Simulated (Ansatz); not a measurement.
The lowest singlet and triplet of C3H4 (SMILES [CH]C=C); geometries from B3LYP-D3(BJ)/def2-TZVP, each state relaxed from the structure named, with no frequency check, low spin by broken symmetry.
Singlet (charge 0, multiplicity 1):
| atom | x (Å) | y (Å) | z (Å) |
|---|---|---|---|
| C | -1.2037 | 0.3194 | -0.3605 |
| C | -0.1034 | -0.3733 | 0.0457 |
| C | 1.1399 | 0.1713 | 0.3074 |
| H | -2.0659 | -0.0275 | -0.9171 |
| H | -0.2219 | -1.4519 | 0.1925 |
| H | 1.9723 | -0.4541 | 0.5965 |
| H | 1.3185 | 1.2291 | 0.1721 |
Triplet (charge 0, multiplicity 3):
```xyz
7

C     -1.17471     0.29075    -0.46020
C     -0.09831    -0.36983     0.04544
C      1.13195     0.17990     0.34546
H     -2.18158     0.03334    -0.74674
H     -0.22692    -1.44072     0.22994
H      1.92914    -0.42948     0.74553
H      1.32577     1.23195     0.18708
```

A positive gap puts the triplet lower; no zero-point energy. R- takes a restricted singlet, here one determinant of a half-filled degenerate or near-degenerate pair, which mixes singlet states. U- takes an unrestricted singlet (broken symmetry where lower, unprojected). The triplet is unrestricted in single-reference levels. Active spaces average the two states.

Frozen-core correlation.

Codes used: Ansatz (Gaussian basis) for Hartree–Fock, density functionals and correlated methods. Each number belongs to the level named beside it.

### Question
One of these levels gives 23.86 kcal/mol for the gap E(singlet) − E(triplet), adiabatic. Name it.
A. R-BHLYP/def2-TZVPP
B. R-CCSD(T)/cc-pVDZ
C. FIC-NEVPT4(SD) on SA-CASSCF(4,4)/cc-pVTZ
D. U-r2SCAN/def2-TZVPP (spin-contaminated)

### Answer
A, R-BHLYP/def2-TZVPP. The others give 7.33 (U-r2SCAN/def2-TZVPP (spin-contaminated)), 16.93 (R-CCSD(T)/cc-pVDZ), 13.68 (FIC-NEVPT4(SD) on SA-CASSCF(4,4)/cc-pVTZ)

Doubts at one or more of the structures used: a restricted determinant that unrestricted orbitals would lower (R-BHLYP/def2-TZVPP, R-CCSD(T)/cc-pVDZ); T1 above 0.05 (R-CCSD(T)/cc-pVDZ); a spin-contaminated determinant (R-CCSD(T)/cc-pVDZ).

Ansatz is a quantum-chemistry and plane-wave program.
